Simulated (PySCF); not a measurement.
# Worked example: oscillator strength and radiative lifetime

BFBr2, SMILES FB(Br)Br.

Geometry optimised at B3LYP-D3(BJ)/def2-SVP.

TDA-PBE/def2-SVPD (PySCF) puts the first singlet state with f over 0.02 at 6.01 eV (vertical), with the transition dipole (0.000, -0.988, 0.000) in atomic units.

Problem. Find the oscillator strength, the wavelength and the radiative lifetime that this transition would have in vacuum if emission retraced absorption.

Solution. 
|μ|² = 0.9761 au, so |μ| = 2.51 D. ΔE = 6.01/27.211 = 0.2209 hartree. f = (2/3) ΔE |μ|² = 0.144 (the program prints 0.144).
λ = 1239.84/6.01 = 206 nm; ν = 48474 cm⁻¹.
Einstein's coefficient A = 0.6670 ν² f s⁻¹ (ν in cm⁻¹) = 2.3e8 s⁻¹, so τ = 1/A = 4.4 ns. This state is S3; the lower singlets have f = 0.000, 0.000. The figure is the radiative limit of this one transition; relaxation, internal conversion, crossing to triplets and a medium change what is measured.
